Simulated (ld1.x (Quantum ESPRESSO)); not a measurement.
# In: one change to a PAW potential, before and after

indium (In), PAW, made with ld1.x (Quantum ESPRESSO) 7.5 (PBE, scalar-relativistic). Core [Kr], reference 4d10 5s1 5p2. Waves: 5s (bound): rcut 1.60, rcutus 2.00 bohr; 5s channel at 3.8 Ry: rcut 1.60, rcutus 2.00 bohr; 5p (bound): rcut 2.40, rcutus 3.05 bohr; 5p channel at 0.55 Ry: rcut 2.40, rcutus 3.05 bohr; 4d (bound): rcut 1.75, rcutus 1.90 bohr; 4d channel at -0.65 Ry: rcut 1.75, rcutus 1.90 bohr. Local part: all-electron potential smoothed inside 2.00 bohr (lloc = -1). Core correction: Bessel-smoothed model core, default radius (core density twice the valence density). Augmentation charge: BESSEL, radius 1.40 bohr.

All-electron outer shells of the reference configuration (PBE, scalar-relativistic, ld1.x):

```
shell  level (eV)  outermost node (bohr)  outermost maximum (bohr)
   4s     -121.34                   0.41                      0.77
   4p      -79.81                   0.42                      0.82
   4d      -20.24                   0.40                      0.94
   5s       -9.20                   1.02                      2.13
   5p       -3.22                   1.14                      2.78
```

Change: local potential all-electron potential smoothed inside 2.84 bohr (lloc = -1).

Cutoffs: the cutoffs (Ry, on a coarse ladder) from which the occupation-weighted sum of valence levels, in a spherical-Bessel basis at the reference potential, stays within 10 and 1 mRy of its value at 400 Ry; they do not see the model core or the augmentation charge, which bear on the density cutoff. Errors are all-electron minus pseudo energies relative to the spin-unpolarised reference configuration.

What does the change do?

The potential gets neither clearly harder nor softer (35 Ry and 55 Ry → 35 Ry and 55 Ry); a bound ghost appears in s, which as a rule spoils a file; of the 7 tests that both files solve, the error grows in 7 and shrinks in 0 by more than 15 % and 0.3 meV (median size 1.6 → 16.0 meV). A state that the projectors do not describe sees the local part alone, so a deeper or shallower local part can create or remove a ghost. The local part now departs from the all-electron potential out to 2.84 bohr, far beyond the d radius of 1.90 bohr, and whatever the projectors do not describe feels it: the likely cause.

| quantity | base | changed |
| --- | --- | --- |
| cutoff, loose | 35 Ry | 35 Ry |
| cutoff, tight | 55 Ry | 55 Ry |
| bound ghosts | none | s |
| error for 4d10 5s2 5p1, meV [ΔE -5.84 eV] | +1.0 | -6.3 |
| error for 4d10 5s2 5p0, meV [ΔE -0.48 eV] | +3.0 | -23 |
| error for 4d10 5s1 5p0, meV [ΔE 18.76 eV] | +1.6 | -16 |
| error for 4d9 5s2 5p1, meV [ΔE 19.27 eV] | -83 | -166 |
| error for 4d10 5s1 5p1, meV [ΔE 6.12 eV] | -0.6 | -2.5 |
| error for 4d10 5s2 5p0.5, meV [ΔE -3.90 eV] | +1.5 | -12 |
| error for 4d9 5s2 5p2, meV [ΔE 12.47 eV] | -59 | -121 |
| s: phases at 3.29 bohr within 0.05 rad from the reference energy up to (Ry; the scan ends near 5) | to the end of the scan | to the end of the scan |
| p: phases at 3.29 bohr within 0.05 rad from the reference energy up to (Ry; the scan ends near 5) | 2.3 | 2.4 |
| d: phases at 3.29 bohr within 0.05 rad from the reference energy up to (Ry; the scan ends near 5) | to the end of the scan | 4.1 |
| lowest overlap eigenvalue by channel | s 0.64, p 0.51, d 0.59 | s 0.76, p 0.61, d 0.65 |

 A true bound ghost makes a file unfit for plane-wave use even where its test errors are small: the radial tests pick states by their node count and pass the ghost by.
